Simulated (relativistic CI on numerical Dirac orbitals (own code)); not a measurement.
**Ag4+: 3p photoemission**

Computed with this model: Dirac-Coulomb-Breit CI, orbitals from a KLI potential per configuration, a model potential for QED, valence Slater integrals scaled by 0.8, multiplet model of photoemission in the sudden approximation; configurations [Kr] 4d7 → [Ne] 3s2 3p5 3d10 4s2 4p6 4d7; 300 K; Lorentzian 2 eV and Gaussian 0.6 eV FWHM. Energies are those of the free ion, without screening or charge transfer. The energies are binding energies and can lie tens of eV above those of solids. S is read from ⟨S²⟩ = S(S + 1).

Field parameters in Wybourne normalisation: D3d B²₀ = −7Dσ, B⁴₀ = −14Dq − 21Dτ, B⁴₃ = −14√(10/7) Dq. The field is a parameter set, without covalency.

free ion: ground-state S = 1.47, centroid 655.48 eV. Peaks (eV, height): 644.8 (100), 676.4 (57).

D3d, 10Dq = 27100, Dσ = -1200, Dτ = -80 cm⁻¹: ground-state S = 0.59, centroid 655.69 eV. Peaks (eV, height): 645.2 (100), 676.6 (56).

Strongest unbroadened transitions for free ion:

```
Energy (eV)  Relative strength
     644.41              100.0
     644.83               46.6
     645.03               70.5
     645.10               41.3
     645.16               11.4
     645.60                9.2
     645.85               11.2
     646.41                0.8
     646.84                2.2
     647.00                5.2
     647.21                2.8
     647.48                1.4
     647.49                2.6
     647.81                0.5
     648.04                0.8
     676.37               64.7
     676.50               84.4
     676.95                4.5
```
